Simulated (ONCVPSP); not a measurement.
# Reading a pseudo-wave (Cs (Z = 55))

Columns: radius, all-electron u(r) and pseudo u(r) of the 5s shell (level -25.90 eV) of caesium in the configuration [Kr] 4d10 5s2 5p6 6p1; PBE, non-relativistic, ONCV scheme, ONCVPSP 4.0.1.

```
r (bohr)  all-electron  pseudo
   0.188        0.2349  0.1327
   0.375       -0.0679  0.2623
   0.562       -0.4568  0.3863
   0.750       -0.2452  0.5015
   0.938        0.1783  0.6020
   1.125        0.5381  0.6820
   1.312        0.7616  0.7373
   1.500        0.8611  0.7645
   1.688        0.8693  0.7626
   1.875        0.8200  0.7337
   2.062        0.7397  0.6824
   2.250        0.6461  0.6146
   2.438        0.5514  0.5374
   2.625        0.4629  0.4584
   2.812        0.3835  0.3827
   3.000        0.3142  0.3142
   3.188        0.2554  0.2554
   3.375        0.2065  0.2065
   3.562        0.1661  0.1661
   3.750        0.1329  0.1329
   3.938        0.1060  0.1060
   4.125        0.0844  0.0843
   4.312        0.0669  0.0669
   4.500        0.0529  0.0529
   4.688        0.0417  0.0417
   4.875        0.0328  0.0328
```

Problem. How many radial nodes do the two functions have?

Solution. The all-electron 5s function has n − l − 1 = 4 (the table is too coarse to show those close to the nucleus); the pseudo-wave has 0, since the states of the same l below it are removed with the core.

Problem. At about which radius was the pseudo-wave matched?

Solution. 3.15 bohr, where the columns begin to agree (steps of 0.19 bohr).

Problem. Is the pseudo-wave norm-conserving?

Solution. Yes: the ONCV scheme keeps the norm inside the radius equal to the all-electron one, which fixes the energy derivative of the logarithmic derivative at the level.
